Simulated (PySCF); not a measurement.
# Computed spin Hamiltonian

C2H9PSi2 (charge +1 and doublet state).
Z-matrix (Å and degrees, GFN2-xTB geometry), rows numbered from 1:
```
C 
C   1  1.3314
Si  2  1.8682  1  124.43
Si  3  2.6170  2   98.66  1  -107.08
P   4  2.2287  3   97.27  2   -59.80
H   1  1.0779  2  122.42  3     1.82
H   1  1.0787  2  121.86  3  -177.29
H   2  1.0857  1  118.59  3   177.72
H   3  1.4566  2  117.12  1     1.82
H   3  1.4573  2  115.84  1   144.91
H   4  1.4603  3  100.54  2  -175.49
H   4  1.4655  3  103.82  2    71.78
H   5  1.3940  4   94.77  3  -179.94
H   5  1.3957  4   95.85  3    86.25
```

The hyperfine couplings belong to this conformer and change with its torsions.

The species is `C=C[SiH2][SiH2][PH2+]` [radical] (charge +1).

Method used: UKS B3LYP, pcH-1 on C H P Si, non-relativistic, mean-field spin-orbit, GIAO in PySCF. One conformer (not necessarily the lowest) at the GFN2-xTB geometry, without solvent, vibrations or thermal averaging. A GFN2-xTB geometry isn't a minimum of the functional, and hyperfine couplings can be far from their values at a DFT geometry, by a factor of two or more for some ions and for spin on atoms past the first row. The SCF solution wasn't tested for stability.

```json
{
 "g1, g2, g3": "2.00254, 2.00851, 2.01733",
 "g_iso": "2.00946",
 "Form of g": "rhombic: the two nearest values differ by 40 % of g3 − g1",
 "⟨S²⟩": "0.7559 (exact 0.7500)",
 "α and β electrons": "32, 31",
 "HOMO–LUMO gap, α and β orbitals": "6.06, 1.92 eV"
}
```

Isotropic coupling and dipolar principal values T1 to T3, in MHz:

```tsv
atom	isotope	a_iso	of which spin–orbit	T1	T2	T3	Mulliken spin population
C1	13C	16.9	-0.1	-18.0	-17.1	35.1	0.22
C2	13C	8.2	0.1	-11.3	-4.6	16.0	0.01
Si3	29Si	-13.8	0.0	-75.6	37.7	37.9	0.30
Si4	29Si	-44.4	-0.3	-91.1	45.0	46.1	0.36
P5	31P	148.7	1.0	-22.9	-15.8	38.7	0.03
H6	1H	-9.2	0.0	-7.0	-2.6	9.5	-0.01
H7	1H	-3.9	0.0	-8.7	-2.1	10.8	-0.01
H8	1H	-0.1	0.0	-4.6	0.8	3.8	0.00
H9	1H	38.7	0.0	-5.1	0.0	5.1	0.01
H10	1H	39.7	0.0	-5.6	0.1	5.4	0.02
H11	1H	28.2	0.0	-6.3	0.5	5.7	0.01
H12	1H	36.2	0.0	-6.0	0.4	5.6	0.02
H13	1H	76.5	0.0	-2.4	0.3	2.1	0.03
H14	1H	-3.1	0.0	-2.4	0.0	2.4	0.00
```

Largest spin populations (Mulliken): Si4 (+0.36), Si3 (+0.30) and C1 (+0.22). Three atoms exceed +0.15.

The SMILES `C=C[SiH2][SiH2][PH2+]` draws the unpaired electron on P5, whose computed spin population is only +0.03.

Axes: g1 points within 12° of the Si3–Si4 bond and g2 points within 14° of the Si4–P5 bond.

Under fast tumbling the dipolar parts average out, and these isotropic splittings remain: 1 × 31P (P5, I = 1/2, 2 lines) with 5.29 mT, 2 × 1H (H9/H10, I = 1/2, 3 lines) with 1.39 mT, 2 × 1H (H13/H14, I = 1/2, 3 lines) with 1.30 mT, 2 × 1H (H11/H12, I = 1/2, 3 lines) with 1.15 mT, 1 × 1H (H6, I = 1/2, 2 lines) with 0.33 mT and 1 × 1H (H7, I = 1/2, 2 lines) with 0.14 mT.

Class means assume fast exchange of nuclei equivalent by connectivity; if that motion is slow, each nucleus keeps its own coupling. The 1H value of +36.7 MHz is a mean of couplings from -3.1 to 76.5 MHz in this one geometry, not an average over conformers. The 1H value of +32.2 MHz is a mean of couplings from 28.2 to 36.2 MHz in this one geometry, not an average over conformers.

The 13C coupling of C1 (16.9 MHz) shows only in satellite lines or after enrichment, since that isotope makes up about 1.07 % of natural carbon.

The 29Si coupling of Si4 (-44.4 MHz) shows only in satellite lines or after enrichment, since that isotope makes up about 4.7 % of natural silicon.

The spin density at the nucleus, in bohr⁻³, is negative for H6 (-0.0021), for instance. A restricted open-shell determinant has no negative spin density anywhere; here it arises because α and β orbitals differ (spin polarisation).
